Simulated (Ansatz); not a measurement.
C$_{6}$H$_{3}$FTi, SMILES `C#[C][Ti]([F])([C]#C)[C]#C` at its PBE0-D4/def2-TZVP geometry, where that method's forces vanish. Total charge 0; spin multiplicity 1.

```xyz
11

C     1.5741   -1.3106   -2.2435
C     1.1521   -0.9015   -1.1795
Ti    0.4491   -0.2219    0.5748
F     1.4730   -0.7278    1.8823
C     0.3575    1.7822    0.4813
C     0.3007    2.9950    0.4209
C    -1.4151   -0.9275    0.8212
C    -2.5442   -1.3537    0.9669
H     1.9413   -1.6678   -3.1799
H     0.2482    4.0595    0.3644
H    -3.5367   -1.7260    1.0910
```

**Question.** What forces (eV/Å) does PBE-D4/def2-TZVPP give on these atoms in Ansatz? (An estimate is asked.)

**Answer.** Computed: 
```
C1   0.358 -0.345 -0.887
C2  -0.350  0.341  0.895
Ti3 -0.238  0.118 -0.304
F4   0.366 -0.181  0.467
C5   0.051 -1.017  0.055
C6  -0.044  1.015 -0.046
C7   0.949  0.355 -0.118
C8  -0.943 -0.359  0.127
H9   0.075 -0.074 -0.198
H10 -0.013  0.224 -0.015
H11 -0.210 -0.077  0.023
```
